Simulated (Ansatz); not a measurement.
Computed with Ansatz on PBE0-D4/def2-TZVP structures; ΔE is electronic, products minus reactants. CBS: MP2 limit from def2 TZ/QZ plus the TZ coupled-cluster correction, frozen cores. For Ge outer-core shells are correlated without core-valence functions, which leaves a few kJ/mol of doubt a bond. Scalar relativity is left out up to krypton. One conformer a species, not always the lowest.

`[BH2][GeH2][CH2][SiH3]` + `Cl[CH2][GeH3]` → `B[CH2][GeH3]` + `[SiH3][CH2][GeH2][Cl]`  (redistribution)

`[BH2][GeH2][CH2][SiH3]`:

```xyz
13

B     2.277    0.182   -0.343
Ge    0.813   -0.182    1.057
C    -0.941    0.538    0.533
Si   -1.631   -0.314   -0.976
H     2.162    1.071   -1.134
H     3.283   -0.462   -0.362
H     0.659   -1.685    1.370
H     1.264    0.498    2.373
H    -0.818    1.606    0.330
H    -1.636    0.439    1.371
H    -1.914   -1.744   -0.677
H    -2.886    0.322   -1.461
H    -0.631   -0.269   -2.081
```

`Cl[CH2][GeH3]`:

Z-matrix (Å, degrees):
```
C
Ge 1 1.966
Cl 1 1.781 2 110.6
H 1 1.089 2 111.1 3 -119.4
H 1 1.089 2 111.1 3 119.4
H 2 1.534 1 109.0 3 60.1
H 2 1.540 1 108.8 3 179.9
H 2 1.534 1 109.0 3 -60.3
```

`B[CH2][GeH3]`:

Cartesian coordinates in Å:
```
B 0.134 1.258 -0.847
C -0.330 -0.196 -0.817
Ge 0.100 -0.744 1.051
H -0.600 2.139 -0.499
H 1.265 1.531 -1.133
H 0.228 -0.901 -1.436
H -1.405 -0.369 -0.898
H -0.720 0.077 2.057
H 1.597 -0.565 1.343
H -0.269 -2.230 1.181
```

`[SiH3][CH2][GeH2][Cl]`:

Z-matrix (Å, degrees):
```
Si
C 1 1.876
H 1 1.483 2 110.7
H 1 1.488 2 109.8 3 120.3
H 1 1.488 2 109.8 3 -120.6
Ge 2 1.944 1 114.7 3 71.6
H 2 1.095 1 109.3 3 -168.5
H 2 1.093 1 109.9 3 -50.8
Cl 6 2.163 2 108.0 1 -52.0
H 6 1.536 2 111.8 1 64.6
H 6 1.536 2 112.9 1 -168.9
```

| species | HF/CBS(def2) energy (Eh) |
| --- | --- |
| `[BH2][GeH2][CH2][SiH3]` | -2432.15309 |
| `Cl[CH2][GeH3]` | -2575.72590 |
| `B[CH2][GeH3]` | -2142.04820 |
| `[SiH3][CH2][GeH2][Cl]` | -2865.90730 |

**Question.** Work out ΔE.

**Answer.** ΔE = (-2142.04820) + (-2865.90730) − (-2432.15309) − (-2575.72590) = -0.07651 Eh = -200.9 kJ/mol. CCSD(T)/CBS gives -188.9 kJ/mol.

Largest T1 diagnostic among the species: 0.011.

From PBE to PBE0 (25 % exact exchange), in def2-TZVPP and without D4, ΔE moves by −5.7 kJ/mol.
